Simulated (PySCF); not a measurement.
A run for PySCF: R-M06-2X/6-31G* on AlAsH6 (a complex), monomers drawn apart or pushed together.

```python
from pyscf import gto, scf, dft, mp
from pyscf.data.elements import chemcore

mol = gto.M(
    atom='''
    Al    0.28219905    0.62545735    0.56096258
    H    -0.54047815   -0.29260812   -0.44148129
    H    -0.24747156    2.09128831    0.86980076
    H     1.81159463    0.28935591    0.83026113
    As   -0.55839351   -0.37813275    2.57490498
    H    -0.09328880    0.12184971    3.92274075
    H    -0.33927801   -1.84960923    2.83899008
    H    -2.03970092   -0.35657577    2.87194017
    ''',
    basis='6-31g*',
    cart=True,
    charge=0, spin=0, verbose=3, max_memory=1800)
mf = dft.RKS(mol, xc='m062x')
mf.conv_tol = 1e-8
mf.max_cycle = 100
mf.kernel()
if not mf.converged:
    mf = mf.newton().run(mf.mo_coeff, mf.mo_occ)
```

Give the final energy of this run.

-2481.5193 hartree.
